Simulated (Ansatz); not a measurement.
Correlation energies of CH$_{6}$Se$_{2}$Si (`C[Se][Se][SiH3]`) by basis set

```xyz
10

C     1.802    0.127   -0.929
Se    0.703    1.594   -0.276
Se   -1.399    0.814   -0.929
Si   -1.728   -0.345    1.008
H     1.517   -0.801   -0.436
H     1.704    0.040   -2.008
H     2.831    0.382   -0.668
H    -3.024   -1.061    0.875
H    -0.632   -1.329    1.198
H    -1.774    0.580    2.166
```

The species carries charge 0 and has multiplicity 1. Correlated methods include outer-core shells of Se, which these sets cover unevenly. Scalar relativity is left out up to krypton. Geometry: relaxed with PBE0-D4/def2-TZVP. It is one conformer, not always the lowest. Frozen core, restricted reference, the Gaussian-basis code of Ansatz.

| basis | HF (Eh) | MP2 corr. | CCSD corr. | (T) | CCSD(T) total |
| --- | --- | --- | --- | --- | --- |
| def2-SVP | -5129.29482 | -0.71772 | -0.75779 | -0.02170 | -5130.07431 |
| def2-TZVPP | -5130.04256 | -0.85117 | -0.89068 | -0.03517 | -5130.96841 |
| def2-QZVPP | -5130.14850 | -1.47926 | – | – | – |
